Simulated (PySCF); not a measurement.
## Broadened absorption spectrum of C2H9Ge2NS

C₂H₉Ge₂NS.
SMILES: `C[C](=S)[GeH2][NH][GeH3]`

Method: TDDFT wB97X-D/def2-SVPD, vertical, gas phase, core orbitals frozen in the response (PySCF 2.14.0, density-fitted response routines). Geometry: PBE0-D3(BJ)/def2-SVP, one conformer, isolated molecule. Relativistic effects, spin–orbit coupling among them, are left out although an element past zinc is present. Torsions of this conformer, `[CH3:1][C:2](=[S:3])[GeH2:4][NH:5][GeH3:6]`: C1–C2–Ge4–N5 72°, C2–Ge4–N5–Ge6 -89°.

Computed states:

```csv
state,E (eV),f
S1,2.12,0.0002
S2,4.61,0.021
S3,5.71,0.194
S4,5.82,0.036
S5,6.04,0.051
S6,6.16,0.052
S7,6.49,0.017
S8,6.53,0.077
S9,6.58,0.0021
S10,6.79,0.016
```

Broadening: Gaussians 0.25 eV wide at half height, area fixed by f = 4.319×10⁻⁹ ∫ε dν̃. The width is an assumption, not a result. The curve ends short of the highest state used, and states not computed would add to its high-energy end.

Question: What does the envelope look like, and where are its maxima?

Answer: 
| E (eV) | ε (L mol⁻¹ cm⁻¹) |
| --- | --- |
| 1.74 | 0 |
| 1.87 | 2 |
| 2.00 | 13 |
| 2.12 | 24 |
| 2.25 | 11 |
| 2.38 | 1 |
| 2.50 | 0 |
| 2.63 | 0 |
| 2.76 | 0 |
| 2.88 | 0 |
| 3.01 | 0 |
| 3.14 | 0 |
| 3.27 | 0 |
| 3.39 | 0 |
| 3.52 | 0 |
| 3.65 | 0 |
| 3.77 | 0 |
| 3.90 | 0 |
| 4.03 | 0 |
| 4.15 | 0 |
| 4.28 | 17 |
| 4.41 | 366 |
| 4.54 | 1788 |
| 4.66 | 2044 |
| 4.79 | 559 |
| 4.92 | 34 |
| 5.04 | 1 |
| 5.17 | 0 |
| 5.30 | 11 |
| 5.43 | 621 |
| 5.55 | 6706 |
| 5.68 | 21733 |
| 5.81 | 18092 |
| 5.93 | 8477 |
| 6.06 | 9582 |
| 6.19 | 7588 |

Maxima: 586 nm (2.12 eV), ε about 24, made up of S1 (100%); 269 nm (4.61 eV), ε about 2300, made up of S2 (100%); 217 nm (5.72 eV), ε about 24000, made up of S3 (88%) and S4 (12%); 204 nm (6.09 eV), ε about 9800, made up of S5 (51%) and S6 (48%) (ε in L mol⁻¹ cm⁻¹; maxima over ε = 5, shares over 10%).

Question: What would ε be at 5.72 eV, the highest of these maxima, with half the width (0.125 eV)?

Answer: About 42900 L mol⁻¹ cm⁻¹ against 23500, a factor of about 1.8; a lone state at its own centre would give exactly 2.

Question: Does any computed singlet lie in the visible range?

Answer: S1 lies in the visible range (380 to 750 nm), at 586 nm, dark in the vertical dipole picture (f under 0.0005); light of that wavelength is yellow, and its complementary colour is blue.

Question: On this curve, what absorbance would a 10⁻⁴ mol/L sample give at 280 nm over a 1 cm path?

Answer: 280 nm is 4.428 eV, where ε is about 500 L mol⁻¹ cm⁻¹, so A = ε c l ≈ 0.05 (Beer–Lambert, with the gas-phase spectrum and the assumed width).

The vertical ionisation energy (ΔSCF) is 8.23 eV, 1.44 eV above S10.

The run took 3.0 min wall on an Arm Neoverse V1 with one thread, no GPU, shared host.
